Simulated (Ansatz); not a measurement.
Z-matrix (Å, degrees):
```
Si
C 1 1.7146
H 2 1.0831 1 124.07
H 2 1.0834 3 114.83 1 -180.00
H 1 1.4737 2 122.50 3 0.01
Si 1 2.3051 5 121.39 2 -180.00
O 6 1.5248 1 124.88 5 -0.02
H 6 1.4880 7 123.80 1 -180.00
```
Charge 0, multiplicity 1.

The numbers are results of frozen-core CCSD(T)/cc-pVTZ // B3LYP-D3(BJ)/def2-TZVP in Ansatz (a program for electronic structure), not measurements. The restricted HF reference is unstable towards unrestricted orbitals.

| Item | Value |
|---|---|
| HF energy | -692.92430 Ha |
| MP2 correlation energy | -0.63856 Ha |

Estimate the CCSD correlation energy, the (T) correction, the total energy and the T1 diagnostic.


| Property | Value |
|---|---|
| CCSD correlation energy | -0.66753 Ha |
| (T) correction | -0.03361 Ha |
| CCSD(T) total energy | -693.62544 Ha |
| T1 diagnostic | 0.021 |
